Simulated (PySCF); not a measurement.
# Nuclear quadrupole coupling in 2-methylpyridine

2-methylpyridine, C6H7N.
Geometry (PBE0-D3(BJ)/def2-TZVP, Å), atoms numbered from 1 in this order:
```
atom  x, y, z in Å
C1     2.1975   -0.2741   -0.0706
C2     0.7054   -0.1721   -0.0153
C3     0.0704    1.0693    0.0189
C4    -1.3101    1.1206    0.0539
C5    -2.0238   -0.0680    0.0556
C6    -1.3084   -1.2529    0.0228
N7     0.0190   -1.3136   -0.0117
H8     2.5706    0.0468   -1.0475
H9     2.6677    0.3625    0.6824
H10    2.5018   -1.3069    0.0910
H11    0.6603    1.9790    0.0183
H12   -1.8239    2.0749    0.0815
H13   -3.1063   -0.0792    0.0839
H14   -1.8280   -2.2075    0.0256
```

Field gradients from the PBE0/pcSseg-2 density (PySCF, non-relativistic), principal values in atomic units, ordered |Vxx| ≤ |Vyy| ≤ |Vzz|:

```csv
atom,Vxx,Vyy,Vzz
N7,0.3344,0.7442,-1.0787
```

Problem. Find the asymmetry η = (Vxx − Vyy)/Vzz and the couplings χ = eQV/h (234.96 MHz × Q in barn × V in au), with Q(14N) = 0.02044 b.

Solution. 
```
atom             environment  nucleus     η  χzz (MHz)  χxx (MHz)  χyy (MHz)
  N7  pyridine-type nitrogen      14N  0.38      -5.18       1.61       3.57
```

Problem. What is Vzz at N7 in SI units (1 au = 9.71736 × 10²¹ V/m²)?

Solution. -1.0787 au = -10.482 × 10²¹ V/m².

Problem. And the gradient at the other heavy atoms, for which no coupling is worked out here?

Solution. 
```csv
atom,environment,Vzz (au),η
C1,benzylic-type carbon,0.063,0.98
C2,substituted aromatic carbon,0.372,0.31
C3,aromatic CH carbon,0.301,0.28
C4,aromatic CH carbon,0.413,0.21
C5,aromatic CH carbon,0.314,0.26
C6,aromatic CH next to a ring nitrogen,0.364,0.37
```

Problem. What couplings would deuterons (Q(2H) = 0.00286 b) have in place of the hydrogens, at this geometry?

Solution. 
| atom | bonded to | bond length (Å) | Vzz (au) | η | χzz (kHz) |
| --- | --- | --- | --- | --- | --- |
| H8 | C1 | 1.094 | 0.2842 | 0.03 | 191 |
| H9 | C1 | 1.092 | 0.2857 | 0.03 | 192 |
| H10 | C1 | 1.089 | 0.2867 | 0.02 | 193 |
| H11 | C3 | 1.084 | 0.2946 | 0.07 | 198 |
| H12 | C4 | 1.084 | 0.2936 | 0.05 | 197 |
| H13 | C5 | 1.083 | 0.2971 | 0.07 | 200 |
| H14 | C6 | 1.087 | 0.2869 | 0.07 | 193 |

Geometry: PBE0-D3(BJ)/def2-TZVP; no solvent, vibrations or thermal averaging.
